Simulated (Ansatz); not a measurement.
Basis-set extrapolation for CH8FNO2Si2, SMILES `CN([SiH2]O)[SiH](O)F` (PBE0-D4/def2-TZVP geometry, frozen core, Ansatz 0.2.0). Multiplicity 1, RHF reference.

```csv
,def2-TZVPP,def2-QZVPP
HF,-924.420743,-924.456887
MP2 correlation,-1.355170,-1.464362
CCSD(T) correlation,-1.446338,not run
```

Energies in hartree. Use E(X) = E(∞) + A·exp(−7.88·√X) for Hartree–Fock and E(X) = E(∞) + B·X^(−2.97) for correlation, with X = 3 and 4, and add CCSD(T) minus MP2 of the smaller set to the MP2 limit.

Q: What is the CCSD(T) energy at the basis-set limit?

A: HF limit: -924.456887 + (-0.036144) × 0.13774 = -924.46187. MP2 limit: -1.464362 + (-0.109192) × 0.74074 = -1.54524. Higher-order term: -1.446338 − (-1.355170) = -0.09117. Total: -926.09828 hartree, 6.29 eV below CCSD(T)/def2-TZVPP.
